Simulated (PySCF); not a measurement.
C5H2F6.
SMILES: `C=C=C(C(F)(F)F)C(F)(F)F`

Computed with PBE0/pcSseg-1 in PySCF (dipole) on a GFN2-xTB geometry, gas phase.

Masses are those of the commonest isotopes; rigid-rotor values at the optimised geometry. 

(1) Give the principal moments of inertia and the rotational constants in cm⁻¹.

(2) What kind of rotor is it?

(3) What does the inertial defect say?

(4) Where do the levels up to J = 3 lie, in cm⁻¹?

(5) Which lines would a microwave search look for?

(6) Estimate the classical rotational partition function at 25 K, 50 K and 298.15 K.

## Answers

(1) Ia = 374.16, Ib = 486.30, Ic = 681.72 u·Å²; 505379 MHz·u·Å²/I gives 1351, 1039 and 741.3 MHz, that is A = 0.04505, B = 0.03466, C = 0.02473 cm⁻¹.

(2) An asymmetric top; Ray's κ = -0.022.

(3) Not planar: Δ = Ic − Ia − Ib = -178.75 u·Å². For a rigid frame Δ = −2 Σ m c², so Σ m c² = 89.37 u·Å² lies off the ab plane: 1.70 from hydrogen and 87.67 from heavier atoms. The atom farthest from that plane is 1.22 Å away.

(4) Above 0(0,0):
J = 1: 1(0,1) 0.0594, 1(1,1) 0.0698, 1(1,0) 0.0797
J = 2: 2(0,2) 0.1737, 2(1,2) 0.1786, 2(1,1) 0.2084, 2(2,1) 0.2396, 2(2,0) 0.2441
J = 3: 3(0,3) 0.3378, 3(1,3) 0.3395, 3(1,2) 0.3977, 3(2,2) 0.4178, 3(2,1) 0.4363, 3(3,1) 0.4970, 3(3,0) 0.4984
Those of J = 1 are B + C, A + C and A + B.

(5) The dipole components are |μa| = 0.00 D, |μb| = 3.61 D, |μc| = 0.00 D; the symmetry axis of this C2 structure is b, so μa and μc vanish by symmetry and there are no a-type or c-type lines. Some lines, for components of 0.1 D or more:

| type | branch | J(Ka,Kc) | MHz | lower level (cm⁻¹) |
| --- | --- | --- | --- | --- |
| b | Q | 1(1,0) ← 1(0,1) | 609 | 0.059 |
| b | Q | 2(1,1) ← 2(0,2) | 1042 | 0.174 |
| b | Q | 2(2,0) ← 2(1,1) | 1069 | 0.208 |
| b | Q | 2(2,1) ← 2(1,2) | 1828 | 0.179 |
| b | R | 1(1,1) ← 0(0,0) | 2092 | 0.000 |
| b | R | 2(0,2) ← 1(1,1) | 3115 | 0.070 |
| b | R | 2(1,2) ← 1(0,1) | 3575 | 0.059 |
| b | R | 2(2,1) ← 1(1,0) | 4793 | 0.080 |
| b | R | 2(2,0) ← 1(1,1) | 5226 | 0.070 |

(6) Point group C2, symmetry number σ = 2; q = (√π/σ)·√((kT/h)³/(ABC)), k/h = 20836.6 MHz/K: 10300 at 25 K, 29200 at 50 K, 425000 at 298.15 K.

GFN2-xTB frequencies: not computed here. No vibrational averaging or centrifugal distortion is included, and the geometry carries the error of its method.

The values belong to the conformer `[CH2:1]=[C:2]=[C:3]([C:4]([F:5])([F:6])[F:7])[C:8]([F:9])([F:10])[F:11]`: C2–C3–C4–F5 -99°, C2–C3–C8–F9 20°.
